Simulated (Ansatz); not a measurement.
Input file for Ansatz (an electronic-structure program): R-PBE0/def2-TZVPP on CHN (SMILES C#N).

Ansatz 0.2 input:
```yaml
crystal:
  periodic: [false, false, false]
  atoms:
    - {symbol: C, position_ang: [-0.00000000, -0.00000000, -0.02643635]}
    - {symbol: N, position_ang: [0.00000000, 0.00000000, 1.11972940]}
    - {symbol: H, position_ang: [0.00000000, 0.00000000, -1.09319305]}
basis:
  gaussian:
    orbitals: def2-TZVPP
hamiltonian:
  xc: {name: PBE0}
scf: {lower_state_search: off}
```

Output:

```
WARN ansatz: RAYON_NUM_THREADS=1 ignored (pool sized by the plan → 1); use --threads N
Functional definition: PBE0
these checks for a lower state are left out or cut short: stability, starts, cluster_reference, orbital_swaps, neighbouring_geometries, increment
integrals: 0.01 GiB planned
394 factors; their error is unknown
mean field: 0.13 GiB planned
mean field evaluation 1: about -2536.8098 eV, gradient 4.0e1 eV
mean field evaluation 2: about -2531.3822 eV, gradient 6.2e1 eV
mean field evaluation 4: about -2540.0538 eV, gradient 1.5e0 eV
mean field evaluation 8: about -2540.0670 eV, gradient 1.9e-2 eV
mean field -2540.06696137 eV, -93.3457391110 hartree, gradient 8.1e-7 eV, S^2 0.000000; 0 other end points of the search recorded, 0 dependent functions left out
reference -2540.06697877 eV, -93.3457397507 hartree; 7, 7 occupied and 69, 69 virtual orbitals, 394 factors
Total energy: -2540.06697877 eV, -93.3457397507 hartree
Checks for a lower state left out: stability, starts, cluster_reference, orbital_swaps, neighbouring_geometries, increment
```

The calculation finished and met its thresholds.

Cost: around 0.4 core-seconds (rough).
